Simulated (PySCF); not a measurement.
## A small calculation by hand: chemical shift, span and skew from a shielding tensor

H5OSi2, SMILES [SiH2]O[SiH3] (connectivity only; charge and spin as stated), charge +1, multiplicity 1. Atoms are numbered in the order given.

```xyz
8

Si     1.5829    -0.3972     0.2573
O      0.1163     0.1198     0.1334
Si    -1.5618     0.3352    -0.2974
H      2.0026    -1.5904    -0.5155
H      2.4933     0.3459     1.1569
H     -1.5876     1.6861    -0.9067
H     -1.8694    -0.7650    -1.2435
H     -2.2648     0.2329     1.0033
```
Charge +1, spin multiplicity 1.

The structure is a stationary point at PBE-D3(BJ)/def2-TZVP. The multiplicity is an assumed one; other spin states were not compared. The isomer is the one that the SMILES or the coordinates give; other isomers of the formula were not compared.

GIAO shieldings from PySCF with B3LYP/pcSseg-1, non-relativistic, no solvent. The symmetric part of the tensor of Si3 has the principal values 293.8, 306.1, 410.2 ppm. The same nucleus in TMS has σ = 338.7 ppm at this level (PySCF, at its B3LYP-D3(BJ)/def2-TZVP geometry).

**Question.** Work out the isotropic shielding, the ²⁹Si shift against TMS, the span and the skew.

**Answer.** 
σ(iso) = (σ11 + σ22 + σ33)/3 = 336.7 ppm. δ = σ(ref) − σ(iso) = 338.7 − (336.7) = 2.0 ppm.
Span Ω = σ33 − σ11 = 116.4 ppm. Skew κ = 3(σ(iso) − σ22)/Ω = 0.79. Tumbling in solution averages the tensor to δ; in a static solid the shielding alone would spread this spin-1/2 line over Ω.
